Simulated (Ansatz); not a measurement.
`FC(F)(F)c1sc(-c2sc(-c3sc(-c4sc(C(F)(F)F)c5c4OCCO5)c4c3OCCO4)c3c2OCCO3)c2c1OCCO2`, relaxed as a singlet with RKS r2SCAN-D4/def2-SVP in Ansatz, starting from the GFN2-xTB geometry. Force threshold 0.03 eV/Å.

Single mean-field runs in def2-SVP are fitted with def2-universal-jkfit.

Start:

Cartesian coordinates in Å:
```
F -1.562 -0.076 -8.930
C -0.799 0.818 -8.271
F -0.935 1.977 -8.944
F 0.470 0.428 -8.443
C -1.167 0.950 -6.841
S -0.097 0.480 -5.567
C -1.246 0.970 -4.358
C -0.959 0.891 -2.959
S 0.021 -0.371 -2.270
C -0.193 0.250 -0.658
C 0.356 -0.389 0.495
S 1.862 -1.258 0.454
C 1.789 -1.601 2.159
C 2.815 -2.319 2.850
S 3.690 -3.624 2.106
C 4.569 -3.926 3.565
C 5.586 -4.999 3.672
F 6.813 -4.524 3.961
F 5.711 -5.706 2.541
F 5.304 -5.887 4.645
C 4.219 -3.053 4.564
C 3.214 -2.138 4.155
O 2.747 -1.162 4.982
C 3.029 -1.448 6.339
C 4.492 -1.855 6.514
O 4.774 -3.047 5.798
C 0.633 -1.089 2.706
C -0.174 -0.401 1.768
O -1.378 0.140 2.103
C -1.508 0.297 3.502
C -1.107 -0.991 4.221
O 0.259 -1.286 4.000
C -0.958 1.397 -0.680
C -1.400 1.752 -1.977
O -2.141 2.866 -2.219
C -2.725 3.373 -1.035
C -1.681 3.453 0.079
O -1.203 2.166 0.417
C -2.400 1.448 -4.939
C -2.350 1.452 -6.358
O -3.363 1.903 -7.133
C -4.325 2.631 -6.388
C -4.654 1.910 -5.081
O -3.512 1.820 -4.249
H 2.379 -2.260 6.691
H 2.809 -0.534 6.893
H 4.720 -2.070 7.558
H 5.142 -1.048 6.151
H -0.869 1.121 3.846
H -2.555 0.540 3.687
H -1.729 -1.819 3.854
H -1.225 -0.893 5.301
H -3.110 4.363 -1.284
H -3.551 2.722 -0.719
H -0.845 4.081 -0.258
H -2.107 3.867 0.993
H -3.937 3.634 -6.166
H -5.205 2.709 -7.027
H -5.029 0.903 -5.307
H -5.402 2.461 -4.511
```

```tsv
step	energy (eV)	largest force component (eV/Å)	SCF passes
1	-103148.6474	0.632	22
2	-103148.8159	0.259	21
3	-103148.8435	0.078	21
4	-103148.8546	0.041	21
5	-103148.8593	0.058	21
6	-103148.8622	0.044	21
7	-103148.8638	0.025	21
8	-103148.8651	0.029	21
9	-103148.8660	0.031	22
10	-103148.8668	0.018	21
11	-103148.8673	0.017	21
```

Force components are those of the run's own axes.

End:

```xyz
60

F    -1.352   -0.343   -8.773
C    -0.591    0.584   -8.158
F    -0.641    1.686   -8.930
F     0.678    0.136   -8.172
C    -1.041    0.854   -6.769
S    -0.033    0.535   -5.398
C    -1.266    1.060   -4.279
C    -1.052    1.021   -2.858
S    -0.189   -0.294   -2.098
C    -0.367    0.396   -0.501
C     0.200   -0.239    0.655
S     1.763   -1.020    0.595
C     1.687   -1.497    2.274
C     2.736   -2.265    2.888
S     3.544   -3.555    2.031
C     4.550   -3.923    3.392
C     5.600   -4.971    3.336
F     6.835   -4.467    3.530
F     5.601   -5.586    2.139
F     5.425   -5.916    4.278
C     4.268   -3.098    4.463
C     3.241   -2.151    4.176
O     2.855   -1.208    5.069
C     3.243   -1.547    6.398
C     4.696   -1.973    6.437
O     4.903   -3.152    5.656
C     0.507   -1.040    2.848
C    -0.329   -0.332    1.935
O    -1.555    0.129    2.281
C    -1.729    0.183    3.692
C    -1.264   -1.109    4.332
O     0.134   -1.301    4.125
C    -1.088    1.581   -0.572
C    -1.474    1.931   -1.899
O    -2.118    3.087   -2.189
C    -2.694    3.685   -1.033
C    -1.695    3.706    0.107
O    -1.343    2.381    0.495
C    -2.400    1.473   -4.968
C    -2.264    1.366   -6.385
O    -3.253    1.701   -7.243
C    -4.292    2.449   -6.612
C    -4.657    1.834   -5.276
O    -3.551    1.884   -4.378
H     2.597   -2.361    6.778
H     3.085   -0.648    7.011
H     5.009   -2.220    7.462
H     5.339   -1.160    6.051
H    -1.159    1.036    4.107
H    -2.801    0.347    3.871
H    -1.824   -1.962    3.905
H    -1.420   -1.089    5.420
H    -2.986    4.706   -1.319
H    -3.598    3.122   -0.733
H    -0.787    4.259   -0.201
H    -2.123    4.191    0.996
H    -3.960    3.494   -6.469
H    -5.148    2.435   -7.301
H    -4.975    0.784   -5.419
H    -5.475    2.392   -4.799
```

By distances, no bond broke or formed. The bond that changes most is C24–C25, from 1.53 to 1.52 Å (atoms count from 1).

The force fell under the threshold at step 7, but the optimiser went on and released 0.003 eV more. No frequencies were taken in this run, so the end may be a saddle point.

Hardware: 4 threads of AMD EPYC 7R13 on a shared host and a share (37 GiB) of an NVIDIA H100 80GB HBM3. Wall time 68 s, peak host memory 1.2 GiB.
